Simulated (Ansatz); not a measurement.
A nudged elastic band was laid between two geometries of C₄H₁₀AlCl (16 atoms, charge 0, multiplicity 1).

Theory: Ansatz 0.2.0, RKS B3LYP-D4/6-31G.

* movable images: 5
* climbing image: yes
* spring: 5.0 eV/Å²
* optimiser: quadratic models (default)
* start path: through a guess of the saddle point
* force threshold: 0.03 eV/Å
* iteration limit: 37
* end points: relaxed

Image 0:

```xyz
16
Properties=species:S:1:pos:R:3
C 0.794 -2.437 0.620
Al 1.277 -0.657 -0.090
C 0.045 0.933 0.049
C -0.205 1.508 -1.366
C -1.214 0.565 0.779
Cl -2.380 2.099 1.079
H -0.291 -2.587 0.671
H 1.226 -3.242 0.013
H 1.187 -2.561 1.640
H 2.682 -0.387 -0.825
H 0.596 1.685 0.638
H 0.736 1.756 -1.870
H -0.808 2.421 -1.309
H -0.752 0.798 -2.001
H -1.054 0.199 1.792
H -1.863 -0.114 0.224
```

Image 6:

```xyz
16
Properties=species:S:1:pos:R:3
C 0.650 -1.996 0.026
Al 0.413 -0.712 1.497
C 0.089 1.338 -0.391
C -0.352 0.807 -1.722
C -0.710 1.482 0.691
Cl -1.423 -1.067 2.744
H -0.254 -2.092 -0.586
H 1.488 -1.725 -0.628
H 0.865 -2.990 0.442
H 1.584 0.054 2.268
H 1.129 1.658 -0.321
H 0.290 -0.014 -2.060
H -0.281 1.600 -2.479
H -1.387 0.452 -1.694
H -1.762 1.216 0.660
H -0.362 1.967 1.598
```

(1) What changes between the two ends?

(2) What energy profile does the band end with?

(3) What is the geometry of the highest image?

(4) What are the harmonic wavenumbers there?

The band took 23 iterations and roughly 14 core-minutes.

Answers

(1) Bonds broken: Al2–C3, C5–Cl6. Bonds formed: Al2–Cl6. The dihedral C4–C3–C5–H15 goes from -178 to 0°.C4H10AlCl becomes C3H6 + CH4AlCl.

(2) The run converged. The highest image is number 3 of 0 to 6, 8.1 kcal/mol above the first end and 42.7 kcal/mol above the last; the last end lies 34.6 kcal/mol below the first. A vibrational analysis at the climbing image gives one clearly imaginary mode, 122i cm⁻¹: a first-order saddle point. The orbitals stay closed-shell, which can raise the energy where a bond breaks towards radicals; this wasn't checked here. Limits of this set-up: no polarisation functions.

```json
{"image": "0", "path coordinate (Å)": "0.00", "energy (kcal/mol)": "0.0", "Al2–C3 (Å)": "2.02", "C5–Cl6 (Å)": "1.95", "Al2–Cl6 (Å)": "4.73", "dihedral C4–C3–C5–H15 (°)": "-178"}
{"image": "1", "path coordinate (Å)": "1.52", "energy (kcal/mol)": "0.1", "Al2–C3 (Å)": "2.02", "C5–Cl6 (Å)": "1.95", "Al2–Cl6 (Å)": "4.74", "dihedral C4–C3–C5–H15 (°)": "-176"}
{"image": "2", "path coordinate (Å)": "3.03", "energy (kcal/mol)": "2.6", "Al2–C3 (Å)": "2.02", "C5–Cl6 (Å)": "1.95", "Al2–Cl6 (Å)": "4.66", "dihedral C4–C3–C5–H15 (°)": "-154"}
{"image": "3", "path coordinate (Å)": "4.55", "energy (kcal/mol)": "8.1", "Al2–C3 (Å)": "2.01", "C5–Cl6 (Å)": "1.92", "Al2–Cl6 (Å)": "4.31", "dihedral C4–C3–C5–H15 (°)": "-108"}
{"image": "4", "path coordinate (Å)": "6.95", "energy (kcal/mol)": "2.0", "Al2–C3 (Å)": "2.02", "C5–Cl6 (Å)": "1.92", "Al2–Cl6 (Å)": "3.59", "dihedral C4–C3–C5–H15 (°)": "-48"}
{"image": "5", "path coordinate (Å)": "9.35", "energy (kcal/mol)": "-20.1", "Al2–C3 (Å)": "2.56", "C5–Cl6 (Å)": "2.90", "Al2–Cl6 (Å)": "2.31", "dihedral C4–C3–C5–H15 (°)": "0"}
{"image": "6", "path coordinate (Å)": "11.75", "energy (kcal/mol)": "-34.6", "Al2–C3 (Å)": "2.81", "C5–Cl6 (Å)": "3.35", "Al2–Cl6 (Å)": "2.25", "dihedral C4–C3–C5–H15 (°)": "0"}
```

(3) 
```xyz
16
Properties=species:S:1:pos:R:3
C 0.537 -2.366 0.184
Al 1.374 -0.576 0.203
C 0.173 1.030 0.155
C -0.185 1.244 -1.343
C -1.026 0.893 1.118
Cl -2.738 0.727 0.266
H -0.556 -2.309 0.251
H 0.786 -2.893 -0.749
H 0.899 -2.999 1.005
H 2.973 -0.386 0.170
H 0.728 1.925 0.472
H 0.726 1.420 -1.932
H -0.836 2.115 -1.482
H -0.711 0.384 -1.769
H -1.152 1.770 1.755
H -1.014 -0.003 1.741
```

(4) 122i, 27, 47, 85, 148, 240, 256, 275, 414, 429, 541, 571, 643, 682, 730, 812, 866, 913, 998, 1060, 1117, 1187, 1259, 1317, 1328, 1366, 1461, 1500, 1503, 1535, 1537, 1554, 1850, 3028, 3029, 3034, 3098, 3100, 3103, 3122, 3129, 3166 cm⁻¹.

Run time: 14 min on 1 thread of Arm Neoverse V1, with other jobs on the host, peak memory 0.22 GiB.
